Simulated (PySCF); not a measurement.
**Static response to an electric field**

Compound: C4H5N3Si.
Numbering: `[CH:1]#[C:2][c:3]1[cH:4][n:5][n:6]([SiH3:7])[n:8]1` (hydrogens: H9 on C1; H10 on C4; H11, H12, H13 on Si7)

Structure used (GFN2-xTB), in Å, numbered top down from 1:
```xyz
13
C4H5N3Si angstrom
C     -3.5956    0.5022    0.3008
C     -2.4342    0.2296    0.1696
C     -1.0867   -0.1290   -0.0009
C     -0.5616   -1.3581   -0.4718
N      0.7485   -1.2631   -0.4739
N      1.0187   -0.0446   -0.0268
Si     2.6470    0.6149    0.1226
N     -0.0561    0.6632    0.2651
H     -4.6067    0.7540    0.4195
H     -1.0765   -2.2428   -0.7836
H      2.8405    1.5422   -0.9913
H      2.6604    1.2969    1.4124
H      3.4980   -0.5648    0.0408
```

Level: CAM-B3LYP/def2-SVPD (PySCF), static field, nuclei fixed, core orbitals frozen in the response. The polarisability tensor in these axes (au):

```
x   136.51  -1.31  -3.37
y    -1.31  78.17   6.66
z    -3.37   6.66  62.27
```

Task: Give the principal values, the mean and the anisotropy Δα = √{½[(α1 − α2)² + (α2 − α3)² + (α1 − α3)²]}.

Result: Principal values 59.75, 80.49 and 136.71 au; mean 92.32 au = 13.68 Å³ = 15.22 × 10⁻⁴⁰ C²·m²/J; Δα = 68.97 au (75 % of the mean).

Task: What is the dipole moment, and where does it point?

Result: (0.55, 0.00, -0.03) D, 0.55 D in size, pointing from the negative to the positive side. Measured along this direction, the outermost atoms are H9 at the negative end and H13 at the positive end.

Task: Orientational against electronic polarisability at 350 K (dilute gas, rigid molecules)?

Result: In Gaussian units μ²/3kT = 2.11 Å³ against 13.68 Å³, a ratio of 0.15; the Debye molar polarisation (4π/3)N_A(α + μ²/3kT) is 39.8 cm³/mol, leaving out the vibrational part.

Task: Rayleigh depolarisation ratio (linearly polarised light, static tensor)?

Result: ρ = 3Δα²/(45ᾱ² + 4Δα²) = 14269.6/(383513 + 19026.2) = 0.0354.

Task: Find the Langevin capture rate constant for H3+ (3.023 u) meeting this molecule (123.025 u), k = 2.342 × 10⁻⁹ cm³/s × √(α in Å³ / reduced mass in u).

Result: The reduced mass is 2.95 u, so k = 5.04 × 10⁻⁹ cm³/s. The formula leaves out the permanent dipole, which adds to the capture rate.

Task: Along which axes do the principal values lie, and how far do the nuclei extend along each?

Result: Largest value along (1.00, -0.03, -0.05), where the nuclei span 8.15 Å; middle along (0.04, 0.94, 0.34), 4.23 Å; least along (0.04, -0.34, 0.94), 2.34 Å. The response follows the extents in order.

Isolated species at its GFN2-xTB geometry, gas phase.

The run behind these numbers computed excited states as well. Hardware: one thread, x86-64 server, no GPU, on a shared host. Cost: 36 s wall.
